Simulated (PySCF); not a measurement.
## Dipole moment and polarisability of `OB(O)c1cc2[se]ccc2s1`

Species: C₆H₅BO₂SSe.
Geometry (PBE0-D3(BJ)/def2-SVP, Å), atoms numbered from 1 in this order:
```xyz
16
C6H5BO2SSe angstrom
O      3.529   -0.712    0.033
B      2.659    0.321    0.233
O      3.160    1.566    0.441
C      1.110    0.140    0.226
C      0.373   -1.009    0.016
C     -1.021   -0.777    0.075
Se    -2.565   -1.811   -0.109
C     -3.531   -0.240    0.195
C     -2.741    0.854    0.396
C     -1.348    0.556    0.329
S      0.077    1.511    0.496
H      3.099   -1.562   -0.096
H      4.123    1.571    0.426
H      0.820   -1.988   -0.175
H     -4.621   -0.264    0.199
H     -3.144    1.849    0.588
```

Level: wB97X-D/def2-SVPD (PySCF), static field, nuclei fixed, core orbitals frozen in the response. The polarisability tensor in these axes (au):

```
x   184.71  18.31   2.35
y    18.31 140.41  11.31
z     2.35  11.31  81.24
```

**Question.** Give the principal values, the mean and the anisotropy Δα = √{½[(α1 − α2)² + (α2 − α3)² + (α1 − α3)²]}.

**Answer.** Principal values 79.14, 135.59 and 191.64 au; mean 135.46 au = 20.07 Å³ = 22.33 × 10⁻⁴⁰ C²·m²/J; Δα = 97.42 au (72 % of the mean).

**Question.** What is the dipole moment, and where does it point?

**Answer.** (-0.43, -1.36, -0.23) D, 1.45 D in size, pointing from the negative to the positive side. Measured along this direction, the outermost atoms are H13 at the negative end and Se7 at the positive end.

**Question.** In a dilute gas of rigid molecules at 350 K, how does the orientational term μ²/3kT compare with the electronic polarisability?

**Answer.** In Gaussian units μ²/3kT = 14.42 Å³ against 20.07 Å³, a ratio of 0.72; the Debye molar polarisation (4π/3)N_A(α + μ²/3kT) is 87.0 cm³/mol, leaving out the vibrational part.

**Question.** Refractivity n − 1 of an ideal gas of it at 350 K and 1 atm, from the electronic α?

**Answer.** N = p/kT = 2.0968 × 10¹⁹ cm⁻³, so n − 1 = 2π × N × 20.07 × 10⁻²⁴ cm³ = 2645 × 10⁻⁶ at long wavelengths, for an ideal gas.

**Question.** What depolarisation ratio follows for Rayleigh scattering of linearly polarised light, taking the static tensor?

**Answer.** ρ = 3Δα²/(45ᾱ² + 4Δα²) = 28474.1/(825686 + 37965.5) = 0.033.

Geometry: PBE0-D3(BJ)/def2-SVP, one conformer, isolated molecule. The calculation is non-relativistic, for selenium too.
